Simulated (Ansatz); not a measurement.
Consider the substitution at a C–O bond: `CBOC1O[SiH2]1` + H₂S → `SC1O[SiH2]1` + `CBO`.

Gas-phase electronic energies from Ansatz, PBE0-D4/def2-TZVP geometries. CCSD(T)/CBS is the MP2 limit (def2-TZVPP, def2-QZVPP) plus CCSD(T) − MP2 in def2-TZVPP, frozen cores. This one scheme is used for every species. Functionals use def2-TZVPP. Each species was taken in one conformer, which may not be the lowest.

| level | ΔE (kJ/mol) |
| --- | --- |
| r2SCAN | -26.1 |
| CCSD(T)/def2-TZVPP | -23.5 |

(1) What does CCSD(T)/CBS give? (An estimate is asked.)

Largest T1 diagnostic among the species: 0.015.

## Answers

(1) Ansatz gave: -28.0 kJ/mol. The listed levels differ from it by 1.9, 4.5 kJ/mol.

In def2-TZVPP, CCSD(T) changes the Hartree–Fock value by −6.6 kJ/mol (the triples alone add −1.2 kJ/mol) and MP2 by −15.2 kJ/mol.
